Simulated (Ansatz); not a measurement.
C4H9O2 (SMILES [CH2]C(O)COC), doublet, geometry from GFN2-xTB; CCSD(T) on PBE0/def2-SVP (Ansatz, a program for electronic structure).

The Ansatz input:
Ansatz 0.2 input:
```yaml
crystal:
  periodic: [false, false, false]
  atoms:
    - {symbol: C, position_ang: [-1.63546049, 1.11410980, -0.33384859]}
    - {symbol: C, position_ang: [-1.14297924, 0.03608665, 0.54206942]}
    - {symbol: O, position_ang: [-1.45997537, -1.24874948, 0.07636966]}
    - {symbol: C, position_ang: [0.39657110, 0.15404903, 0.74126144]}
    - {symbol: O, position_ang: [0.99913222, -0.03480950, -0.51768831]}
    - {symbol: C, position_ang: [2.40040379, 0.01392144, -0.46869254]}
    - {symbol: H, position_ang: [-1.93379276, 0.89929035, -1.33979954]}
    - {symbol: H, position_ang: [-1.60590751, 2.13067435, 0.00272623]}
    - {symbol: H, position_ang: [-1.59529854, 0.11300532, 1.54282681]}
    - {symbol: H, position_ang: [-0.97905590, -1.37650959, -0.75092385]}
    - {symbol: H, position_ang: [0.64973425, 1.14141760, 1.15279795]}
    - {symbol: H, position_ang: [0.73254949, -0.62230147, 1.44530066]}
    - {symbol: H, position_ang: [2.80262798, -0.76784096, 0.18781841]}
    - {symbol: H, position_ang: [2.75337111, -0.14746357, -1.48519548]}
    - {symbol: H, position_ang: [2.75130606, 0.98919825, -0.10974015]}
basis:
  gaussian:
    orbitals: def2-SVP
hamiltonian:
  xc: pbe0
magnetization: {spin_polarized: true, initial_magnetization: 1}
correlation: {method: ccsd_t}
```

It wrote (shortened):

```
Functional definition: PBE0
1311 factors; integrals over basis functions are off by at most 1.3e-3 eV
mean field evaluation 1: about -8364.0526 eV, gradient 3.8e1 eV
mean field evaluation 2: about -8364.4817 eV, gradient 3.7e1 eV
mean field evaluation 4: about -8370.6062 eV, gradient 5.8e0 eV
mean field evaluation 8: about -8370.7390 eV, gradient 3.9e-1 eV
mean field evaluation 16: about -8370.7398 eV, gradient 6.6e-4 eV
mean field -8370.73979017 eV, -307.6190133974 hartree, gradient 6.3e-6 eV, S^2 0.754507; 0 other end points of the search recorded, 0 dependent functions left out
6 core orbitals not correlated
reference -8329.61623291 eV, -306.1077505427 hartree; 19, 18 occupied and 104, 105 virtual orbitals, 1311 factors
second order -25.43102897 eV of doubles, -0.55487293 eV of singles
cycle   1  -26.23790430 eV  change   -2.7e-1 eV  update   1.1e-1
cycle   2  -26.82422919 eV  change   -5.9e-1 eV  update   3.5e-2
cycle   3  -27.00162318 eV  change   -1.8e-1 eV  update   1.3e-2
cycle   4  -27.01140932 eV  change   -9.8e-3 eV  update   3.7e-3
cycle   5  -27.01183902 eV  change   -4.3e-4 eV  update   1.5e-3
cycle   6  -27.01216697 eV  change   -3.3e-4 eV  update   5.8e-4
cycle   7  -27.01219814 eV  change   -3.1e-5 eV  update   2.3e-4
cycle   8  -27.01221612 eV  change   -1.8e-5 eV  update   6.5e-5
cycle   9  -27.01222365 eV  change   -7.5e-6 eV  update   2.4e-5
perturbative correction -0.76402895 eV, -0.0280775460 hartree
Total energy: -8357.39248551 eV, -307.1285089983 hartree
```
